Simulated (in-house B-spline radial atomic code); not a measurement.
Computed with a B-spline radial atomic code. Model: two electrons, singlet ground state, non-relativistic, full CI in B-splines with partial waves to l = 8 (at full coupling up to 3e-4 hartree above the limit, correlation up to 0.6 % small), density held at that of full coupling by Lieb maximisation.

Along the adiabatic connection the electron repulsion is scaled by a coupling λ while a local potential keeps the density fixed. At λ = 0 the system is the Kohn-Sham one and W equals the exchange energy; the exchange-correlation energy is the area under W between 0 and 1. The kinetic energy rises with λ as the electrons avoid each other, with dT/dλ = −λ dW/dλ.

Command:
```bash
python run_ac.py task.json out
```
Settings (lengths in bohr, energies in hartree):
```
potential              dot
strength               0.092
lmax                   8
second                 0.3
```

Run time, properties included: 24 s on 1 thread of Intel(R) Xeon(R) Processor @ 2.30GHz, on a shared host.

**W = mean repulsion less Hartree energy, and W of three functionals.**

Given: confinement charge in harmonic well; well frequency 0.092 hartree; nuclear charge 0.3; external potential omega^2 r^2/2 - Z/r.

Computed: LDA exchange minus exact 35.202 millihartree; PBE exchange minus exact 9.7114 millihartree.

| coupling | W xc (hartree) | W xc minus exchange (millihartree) | kinetic minus Kohn-Sham (millihartree) | LDA (PW92) W minus its exchange (millihartree) | PBE W minus its exchange (millihartree) | SCAN W minus its exchange (millihartree) |
| --- | --- | --- | --- | --- | --- | --- |
| 0 | -0.24009 | 0 | 0 | 0 | 0 | 0 |
| 0.02 | -0.24195 | -1.863 | 0.02 | -8.6 | -2.57 | -1.84 |
| 0.05 | -0.24462 | -4.524 | 0.11 | -16.48 | -6.21 | -4.41 |
| 0.12 | -0.25027 | -10.175 | 0.59 | -29.14 | -13.68 | -9.81 |
| 0.25 | -0.25904 | -18.947 | 2.19 | -44.72 | -24.76 | -18.21 |
| 0.4 | -0.26705 | -26.958 | 4.77 | -57.13 | -34.6 | -26.03 |
| 0.6 | ? | ? | ? | ? | ? | ? |
| 0.8 | -0.28159 | -41.501 | 13.24 | -78.03 | -52.44 | -40.85 |
| 1 | -0.28659 | -46.503 | 17.72 | -85.09 | -58.73 | -46.16 |
| 1.4 | ? | ? | ? | ? | ? | ? |
| 2 | -0.3015 | -61.407 | 39.08 | -106.72 | -78.53 | -62.43 |
| 3 | -0.30912 | -69.025 | 57.78 | -118.54 | -89.59 | -70.66 |
| 4.5 | -0.31569 | -75.598 | 81.97 | -129.4 | -99.86 | -77.3 |
| 7 | -0.32169 | -81.599 | 115.68 | -140.01 | -109.96 | -82.65 |

(1) What belongs in the row 0.6?

(2) What belongs in the row 1.4?

(3) What is the SCAN exchange minus exact?

**Energy parts, natural occupations and partial-wave weights.**

Computed: total energy 0.2787 hartree; exchange energy -0.24009 hartree; correlation energy -0.028782 hartree; kinetic part of the DFT correlation energy 0.017721 hartree; kinetic part over minus potential part 0.38108; Kohn-Sham kinetic 0.1367 hartree; Lieb Oxford ratio E_xc over LDA exchange 1.3123.

```csv
natural,occupation of the shell (electrons)
s,1.8661
p,0.1143
s,?
d,0.0010838
p,0.00043582
f,0.00011364
```

(4) What belongs in the row s?

| wave | weight |
| --- | --- |
| s | 0.94197 |
| p | 0.057379 |
| d | 0.00056939 |
| f | ? |
| g | 1.3523e-05 |

(5) What belongs in the row f?

(6) What is the initial slope twice GL2?

(7) What is the Hartree energy?

Answers

(1) W xc (hartree): -0.27528; W xc minus exchange (millihartree): -35.187; kinetic minus Kohn-Sham (millihartree): 8.84; LDA (PW92) W minus its exchange (millihartree): -69.09; PBE W minus its exchange (millihartree): -44.65; SCAN W minus its exchange (millihartree): -34.3.

(2) W xc (hartree): -0.29404; W xc minus exchange (millihartree): -53.952; kinetic minus Kohn-Sham (millihartree): 26.57; LDA (PW92) W minus its exchange (millihartree): -95.73; PBE W minus its exchange (millihartree): -68.39; SCAN W minus its exchange (millihartree): -54.24.

(3) 1.1762 millihartree.

(4) occupation of the shell (electrons): 0.01779.

(5) weight: 6.3307e-05.

(6) -0.094904 hartree.

(7) 0.48018 hartree.

Half-way to full coupling W has made 67 % of its drop, against 50 % for a straight line, and second-order (GL2) theory, half the initial slope, overshoots the correlation energy by about 65 %: correlation is strong. Over couplings 0 to 1 the errors in E_xc come to about +5.7 millihartree for LDA, +1.8 millihartree for PBE, +1.8 millihartree for SCAN. In LDA and PBE the errors of exchange and correlation have opposite signs, so the sum is smaller than the larger of the two.
